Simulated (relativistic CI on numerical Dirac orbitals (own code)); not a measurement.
One change at a time: Ni⁴⁺

Base calculation: Dirac-Coulomb-Breit CI, orbitals from a KLI potential per configuration, QED by a radiative potential, valence Slater integrals scaled by 0.85, P86 correlation energy added to each configuration.

Configurations in the expansion (outside the closed core [Ne]): 3s2 3p6 3d6, 3s2 3p6 3d5 4s, 3s2 3p6 3d5 4p, 3s2 3p5 3d7, 3s2 3p6 3d5 4d, 3s2 3p6 3d5 5s, 3s2 3p6 3d5 5p, 3s2 3p6 3d4 4s2, 3s2 3p6 3d5 4f, 3s2 3p6 3d5 5d, 3s2 3p4 3d8, 3s2 3p6 3d4 4s 4p, 3s2 3p6 3d5 5g, 3s 3p6 3d7. Levels of other configurations are missing.

Variants: (1) valence Slater integrals scaled by 0.75; (2) self-excluded LDA correlation estimate; (3) QED terms removed; (4) Breit term removed. Shifts of the energy above 3s2 3p6 3d6 5D_4, in cm⁻¹, for the lowest level and the first level of each name with at least 55 % of one term (blank where a level changes its place among those of its configuration and J or its character, or is not in the variant):

```tsv
Level	Base	Δ(1)	Δ(2)	Δ(3)	Δ(4)	Measured
3s2 3p6 3d6 5D_4	0.0	0.0	0.0	0.0	0.0	0.0
3s2 3p6 3d6 5D_3	868.9	+4.0	+0.1	-3.5	+16.6	889.7
3s2 3p6 3d6 5D_2	1448.1	-0.4	+0.1	-5.6	+25.3	1489.9
3s2 3p6 3d6 5D_1	1815.6	-3.5	+0.1	-6.9	+30.3	1871.5
3s2 3p6 3d6 5D_0	1994.2	-5.3	+0.1	-7.5	+32.8	2057.6
3s2 3p6 3d6 3P_2	23172.9	-2278.4	-5.7	+2.1	-95.5	26153.0
3s2 3p6 3d6 3P_1	25670.5	-2276.7	-5.6	-8.4	+76.0	28697.6
3s2 3p6 3d6 3H_6	26411.7	-3158.1	-2.2	-1.6	+188.7	27111.2
3s2 3p6 3d6 3P_0	26555.4	-2319.1	-5.6	-10.8	+144.3	29640.0
3s2 3p6 3d6 3F_4	26593.0	-3017.7	-3.6	+1.3	-29.1	29123.7
3s2 3p6 3d6 3H_5	26844.9	-3167.8	-2.2	-2.5	+108.1	27578.2
3s2 3p6 3d6 3F_3	27337.4	-2883.6	-3.9	-2.7	+20.2	29570.8
3s2 3p6 3d6 3H_4	27389.5	-3050.8	-2.6	-4.7	+78.3	27858.8
3s2 3p6 3d6 3F_2	27647.5	-2877.5	-3.9	-3.9	+33.3	29899.2
```

At this charge configurations can still be misplaced by up to about 7 % of their energy. 67 of the 69 excited levels that our extract of the measured tables holds in this range could be paired (the sources list more); they are missed by 3717 cm⁻¹ on average and 6954 at most, and levels without a partner can miss by more.

Measured levels: Corliss and Sugar, J. Phys. Chem. Ref. Data 10, 197 (1981).

Ionisation energy from the two ground configurations alone: base 75.99 eV; valence Slater integrals scaled by 0.75 76.42 eV; self-excluded LDA correlation estimate 76.51 eV. The NIST ASD value (semi-empirical) is 76.06 eV.
